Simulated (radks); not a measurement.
Values are calculated unless marked as measured or tabulated.
Q: The nickel ion Ni3+, 25 electrons, occupied as [Ar] 3d3 4s1 4p3 (not the ground configuration). Code: a radial shooting solver on a logarithmic mesh with Libxc functionals. Model: scalar-relativistic Kohn-Sham, PBE, spin-polarised, spherical densities, finite nucleus; open shells are filled with parallel spins first; Fermi nuclear charge, rms radius 3.7757 fm. Some entries of the table are withheld. Estimate them.

orbital,occ.,eigenvalue (eV),<r^2> (bohr^2),<1/r> (bohr^-1)
1s up,1,-8299.582,0.003937,28.09
1s down,1,-8299.203,0.003937,28.09
2s up,1,-1076.173,0.07085,6.065
2s down,1,-1073.328,0.07060,6.076
2p up,3,-938.3403,0.05701,5.950
2p down,3,-936.0264,0.05676,5.959
3s up,1,-194.0403,0.5695,2.021
3s down,1,-188.5435,0.5731,2.010
3p up,3,-153.1375,0.6083,1.902
3p down,3,-147.6506,0.6128,1.891
3d up,3,(1),(2),1.673
3d down,0,(3),(4),1.664
4s up,1,-47.7308,3.694,0.7393
4s down,0,-41.6196,3.643,0.7513
4p up,3,-37.3670,4.521,0.6637

A: 
(1) 3d up eigenvalue (eV): -87.9459
(2) 3d up <r^2> (bohr^2): 0.6726
(3) 3d down eigenvalue (eV): -82.2425
(4) 3d down <r^2> (bohr^2): 0.6803
